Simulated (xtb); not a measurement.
These are GFN2-xTB (xtb) values and carry that method's errors.

```
xtb start.xyz --ohess tight --gfn 2 --chrg 0 --uhf 0 --iterations 400

# start.xyz
7

Sc     0.000000     0.000000     0.000000
O     -0.397998     1.253751    -1.873537
H     -0.590170     2.190290    -1.714567
O      1.086974    -2.007024    -0.175448
H      0.778706    -2.586382    -0.888625
O     -0.688975     0.753271     2.048984
H     -0.350601     0.257630     2.810003
```

Output:

```
[...]
         8        2.0000           -0.4242174             -11.5435
         9        2.0000           -0.4231587             -11.5147
        10        2.0000           -0.4126924             -11.2299
        11        2.0000           -0.4126186             -11.2279
        12        2.0000           -0.4123990             -11.2219 (HOMO)
        13                         -0.2914530              -7.9308 (LUMO)
        14                         -0.2828285              -7.6962
        15                         -0.2827036              -7.6928
        16                         -0.2705394              -7.3618
        17                         -0.2696695              -7.3381
       ...                                ...                  ...
        24                          0.5158409              14.0367
      -------------------------------------------------------------
                  HL-Gap            0.1209460 Eh            3.2911 eV
             Fermi-level           -0.3519260 Eh           -9.5764 eV


         :::::::::::::::::::::::::::::::::::::::::::::::::::::
         ::                     SUMMARY                     ::
         :::::::::::::::::::::::::::::::::::::::::::::::::::::
         :: total energy             -14.810512302753 Eh    ::
         :: gradient norm              0.000612063971 Eh/a0 ::
         :: HOMO-LUMO gap              3.291108942776 eV    ::
         ::.................................................::
         :: SCC energy               -14.899142410715 Eh    ::
         :: -> isotropic ES            0.179953870533 Eh    ::
         :: -> anisotropic ES          0.001394160064 Eh    ::
         :: -> anisotropic XC         -0.003788980084 Eh    ::
         :: -> dispersion             -0.002684597149 Eh    ::
         :: repulsion energy           0.088630107961 Eh    ::
         :: add. restraining           0.000000000000 Eh    ::
         :: total charge               0.000000000000 e     ::
         :::::::::::::::::::::::::::::::::::::::::::::::::::::

           -------------------------------------------------
          |                Numerical Hessian                |
           -------------------------------------------------
step length          :   0.00500
SCC accuracy         :   0.30000
Hessian scale factor :   1.00000
frozen atoms in %    :   0.00000    0
RMS gradient         :   0.00061
estimated CPU  time      0.00 min
estimated wall time      0.00 min

writing file <hessian>.

 projected vibrational frequencies (cm⁻¹)
eigval :       -0.00    -0.00    -0.00    -0.00     0.00     0.00
eigval :       85.11    95.81   127.51   139.95   236.89   248.81
eigval :      334.67   337.73   352.89   485.63   598.24   603.57
eigval :     3676.80  3680.68  3684.87
           -------------------------------------------------
          |                Property Printout                |
           -------------------------------------------------

    * Orbital Energies and Occupations

         #    Occupation            Energy/Eh            Energy/eV
      -------------------------------------------------------------
         1        2.0000           -0.6816437             -18.5485
         2        2.0000           -0.6751532             -18.3719
         3        2.0000           -0.6746684             -18.3587
         4        2.0000           -0.5511656             -14.9980
         5        2.0000           -0.5131277             -13.9629
         6        2.0000           -0.5120150             -13.9326
         7        2.0000           -0.4552042             -12.3867
         8        2.0000           -0.4242175             -11.5435
         9        2.0000           -0.4231587             -11.5147
        10        2.0000           -0.4126925             -11.2299
        11        2.0000           -0.4126187             -11.2279
        12        2.0000           -0.4123991             -11.2220 (HOMO)
        13                         -0.2914530              -7.9308 (LUMO)
        14                         -0.2828285              -7.6962
        15                         -0.2827036              -7.6928
        16                         -0.2705394              -7.3618
        17                         -0.2696695              -7.3381
        18                         -0.1111081              -3.0234
        19                         -0.0252376              -0.6868
        20                          0.0941534               2.5620
        21                          0.0956146               2.6018
        22                          0.3117574               8.4834
        23                          0.5050614              13.7434
        24                          0.5158409              14.0367
      -------------------------------------------------------------
                  HL-Gap            0.1209461 Eh            3.2911 eV
             Fermi-level           -0.3519260 Eh           -9.5764 eV

     #   Z          covCN         q      C6AA      α(0)
     1  21 Sc       2.131     0.995   202.728    31.487
     2   8 O        1.511    -0.645    26.398     6.929
     3   1 H        0.811     0.314     0.678     1.293
     4   8 O        1.511    -0.647    26.442     6.935
     5   1 H        0.810     0.314     0.678     1.293
     6   8 O        1.511    -0.646    26.411     6.931
     7   1 H        0.811     0.314     0.678     1.293

 Mol. C6AA /au·bohr⁶  :        979.803577
 Mol. C8AA /au·bohr⁸  :      55397.339524
 Mol. α(0) /au        :         56.161856

Wiberg/Mayer (AO) data.
largest (>0.10) Wiberg bond orders for each atom

 ---------------------------------------------------------------------------
     #   Z sym  total        # sym  WBO       # sym  WBO       # sym  WBO
 ---------------------------------------------------------------------------
     1  21 Sc   3.099 --     2 O    1.014     4 O    1.013     6 O    1.012
     2   8 O    1.999 --     1 Sc   1.014     3 H    0.875
     3   1 H    0.901 --     2 O    0.875
     4   8 O    1.999 --     1 Sc   1.013     5 H    0.876
     5   1 H    0.901 --     4 O    0.876
     6   8 O    1.998 --     1 Sc   1.012     7 H    0.875
     7   1 H    0.901 --     6 O    0.875
 ---------------------------------------------------------------------------

Topologies differ in total number of bonds
Writing topology from bond orders to xtbtopo.mol

molecular dipole:
                 x           y           z       tot (Debye)
 q only:        0.018      -0.027       0.030
   full:        0.025      -0.042       0.029       0.144
molecular quadrupole (traceless):
                xx          xy          yy          xz          yz          zz
 q only:       -1.065      -0.648       0.654      -0.051      -0.346       0.411
  q+dip:       -2.076      -1.235       1.146      -0.179      -0.486       0.930
   full:       -0.476      -0.345       0.511       0.087      -0.399      -0.034

           -------------------------------------------------
          |                Geometry Summary                 |
           -------------------------------------------------

      molecular mass/u    :       95.9779453
   center of mass at/Å    :       -0.0254978      -0.0142079       0.0178885
  moments of inertia/u·Å² :        0.8833777E+02   0.8994565E+02   0.1782833E+03
rotational constants/cm⁻¹ :        0.1908315E+00   0.1874202E+00   0.9455533E-01

 * 6 selected distances

     #   Z          #   Z                                           value/Å
     1  21 Sc       2   8 O                                       1.8021895
     2   8 O        3   1 H                                       0.9567659 (min)
     1  21 Sc       4   8 O                                       1.7996485
     4   8 O        5   1 H                                       0.9570105
     1  21 Sc       6   8 O                                       1.8030104 (max)
     6   8 O        7   1 H                                       0.9572220

 * 2 distinct bonds (by element types)

   Z      Z             #   av. dist./Å        max./Å        min./Å
   1 H    8 O           3     0.9569995     0.9572220     0.9567659
   8 O   21 Sc          3     1.8016162     1.8030104     1.7996485

           -------------------------------------------------
          |               Frequency Printout                |
           -------------------------------------------------
 projected vibrational frequencies (cm⁻¹)
eigval :       -0.00    -0.00    -0.00    -0.00     0.00     0.00
eigval :       85.11    95.81   127.51   139.95   236.89   248.81
Molecule has the following symmetry elements: (sigma)
It seems to be the Cs point group
eigval :      334.67   337.73   352.89   485.63   598.24   603.57
eigval :     3676.80  3680.68  3684.87
 reduced masses (amu)
   1: 26.19   2: 26.12   3: 17.62   4: 26.85   5: 17.69   6: 15.13   7: 11.64   8: 12.52
   9:  3.65  10: 30.37  11: 10.37  12:  9.53  13:  2.88  14:  2.89  15:  2.53  16: 14.85
  17: 25.60  18: 25.86  19:  1.88  20:  1.88  21:  1.88
 IR intensities (km·mol⁻¹)
   1:  0.00   2:  0.00   3:  0.01   4:  0.00   5:  0.00   6:  0.00   7: 53.39   8: 33.80
   9:  3.10  10: 68.34  11:272.56  12:253.20  13:  3.93  14: 24.82  15:412.97  16:  0.08
  17:125.72  18:135.79  19: 29.08  20: 28.70  21: 12.59
 Raman intensities (Ä⁴*amu⁻¹)
   1:  0.00   2:  0.00   3:  0.00   4:  0.00   5:  0.00   6:  0.00   7:  0.00   8:  0.00
   9:  0.00  10:  0.00  11:  0.00  12:  0.00  13:  0.00  14:  0.00  15:  0.00  16:  0.00
  17:  0.00  18:  0.00  19:  0.00  20:  0.00  21:  0.00
 output can be read by thermo (or use thermo option).
 writing <g98.out> molden fake output.
 recommended (thermochemical) frequency scaling factor: 1.0
           -------------------------------------------------
          |             Thermodynamic Functions             |
           -------------------------------------------------

cs  symmetry found (for desy threshold:  0.10E+00) used in thermo

          ...................................................
          :                      SETUP                      :
          :.................................................:
          :  # frequencies                          15      :
          :  # imaginary freq.                       0      :
          :  linear?                             false      :
          :  only rotor calc.                    false      :
          :  symmetry                               cs      :
          :  rotational number                       1      :
          :  scaling factor                  1.0000000      :
          :  rotor cutoff                   50.0000000 cm⁻¹ :
          :  imag. cutoff                  -20.0000000 cm⁻¹ :
          :.................................................:

    mode    ω/cm⁻¹     T·S(HO)/kcal·mol⁻¹    T·S(FR)/kcal·mol⁻¹   T·S(vib)
   ------------------------------------------------------------------------
       1     85.11    -1.12383 ( 89.36%)    -0.89846 ( 10.64%)    -1.09985
       2     95.81    -1.05481 ( 93.09%)    -0.86346 (  6.91%)    -1.04160
       3    127.51    -0.88948 ( 97.69%)    -0.77890 (  2.31%)    -0.88692
       4    139.95    -0.83620 ( 98.40%)    -0.75135 (  1.60%)    -0.83484
       5    236.89    -0.54445 ( 99.80%)    -0.59554 (  0.20%)    -0.54455
       6    248.81    -0.51848 ( 99.84%)    -0.58101 (  0.16%)    -0.51858
   ------------------------------------------------------------------------

   temp. (K)  partition function   enthalpy   heat capacity  entropy
                                   cal/mol     cal/K/mol   cal/K/mol   J/K/mol
 298.15  VIB   176.                 3457.301     19.209     21.729
         ROT  0.909E+05              888.752      2.981     25.671
         INT  0.160E+08             4346.054     22.190     47.400
         TR   0.910E+27             1481.254      4.968     39.578
         TOT                        5827.3075    27.1577    86.9777   363.9149

       T/K    H(0)-H(T)+PV         H(T)/Eh          T*S/Eh         G(T)/Eh
   ------------------------------------------------------------------------
    298.15    0.928641E-02    0.427508E-01    0.413259E-01    0.142486E-02
   ------------------------------------------------------------------------

         :::::::::::::::::::::::::::::::::::::::::::::::::::::
         ::                  THERMODYNAMIC                  ::
         :::::::::::::::::::::::::::::::::::::::::::::::::::::
         :: total free energy         -14.809087444705 Eh   ::
         ::.................................................::
         :: total energy              -14.810512302753 Eh   ::
         :: zero point energy           0.033464387089 Eh   ::
         :: G(RRHO) w/o ZPVE           -0.032039529041 Eh   ::
         :: G(RRHO) contrib.            0.001424858049 Eh   ::
         :::::::::::::::::::::::::::::::::::::::::::::::::::::

optimized geometry written to: xtbopt.xyz

           -------------------------------------------------
          | TOTAL ENERGY              -14.810512302753 Eh   |
          | TOTAL ENTHALPY            -14.767761510056 Eh   |
          | TOTAL FREE ENERGY         -14.809087444705 Eh   |
          | GRADIENT NORM               0.000612078101 Eh/α |
          | HOMO-LUMO GAP               3.291109998739 eV   |
           -------------------------------------------------

------------------------------------------------------------------------
```

Cost: roughly 0.28 core-seconds.
